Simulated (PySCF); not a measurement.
## Nonlinear optical response: SMILES CB(C)c1ccc([SiH3])cn1, C$_{7}$H$_{12}$BNSi

Geometry:
| atom | x (Å) | y (Å) | z (Å) |
| --- | --- | --- | --- |
| C1 | -2.667 | -1.147 | 0.502 |
| B2 | -1.840 | 0.158 | 0.273 |
| C3 | -2.548 | 1.561 | 0.186 |
| C4 | -0.263 | 0.053 | 0.121 |
| C5 | 0.557 | 1.183 | -0.031 |
| C6 | 1.932 | 1.034 | -0.172 |
| C7 | 2.489 | -0.250 | -0.156 |
| Si8 | 4.335 | -0.544 | -0.357 |
| C9 | 1.589 | -1.319 | 0.006 |
| N10 | 0.278 | -1.183 | 0.135 |
| H11 | -2.105 | -2.066 | 0.286 |
| H12 | -2.921 | -1.161 | 1.581 |
| H13 | -3.635 | -1.140 | -0.024 |
| H14 | -3.585 | 1.553 | 0.552 |
| H15 | -2.591 | 1.836 | -0.886 |
| H16 | -2.002 | 2.378 | 0.683 |
| H17 | 0.111 | 2.181 | -0.039 |
| H18 | 2.567 | 1.918 | -0.290 |
| H19 | 4.643 | -1.969 | -0.037 |
| H20 | 4.766 | -0.254 | -1.759 |
| H21 | 5.100 | 0.356 | 0.559 |
| H22 | 1.967 | -2.349 | 0.031 |

Level of theory: quadratic response CAM-B3LYP/def2-SVPD first hyperpolarisability, Taylor convention, gas phase in PySCF. Geometry: PBE0-D3(BJ)/def2-SVP.

Task: Give β for the processes computed.

Result: In au, Taylor convention; the vector part is βᵢ = ⅓ Σⱼ (βᵢⱼⱼ + βⱼᵢⱼ + βⱼⱼᵢ); β∥ is 3/5 of the vector part along the dipole, the dipole points from − to +:
| process | λ (nm) | β vector norm | β∥ | β HRS | depolarisation ratio |
| --- | --- | --- | --- | --- | --- |
| static β(0;0,0) | ∞ | 241.5 | 49.6 | 115.1 | 3.46 |
| second harmonic β(−2ω;ω,ω) | 1907 | 274.6 | 57.1 | 129.0 | 3.58 |
| Pockels β(−ω;ω,0) | 1907 | 252.0 | 52.0 | – | – |
| second harmonic β(−2ω;ω,ω) | 1064 | 368.9 | 78.5 | 168.5 | 3.84 |
| Pockels β(−ω;ω,0) | 1064 | 277.1 | 57.7 | – | – |

Task: Which lowest excitations, dipole and polarisabilities go with it?

Result: S1 3.95 eV (f = 0.002); S2 4.88 eV (f = 0.001); S3 5.09 eV (f = 0.199); dipole 1.94 D; isotropic α 133.2 au static, 133.7 au at 1907 nm, 134.9 au at 1064 nm, 135.4 au at 953.5 nm, 140.9 au at 532 nm.
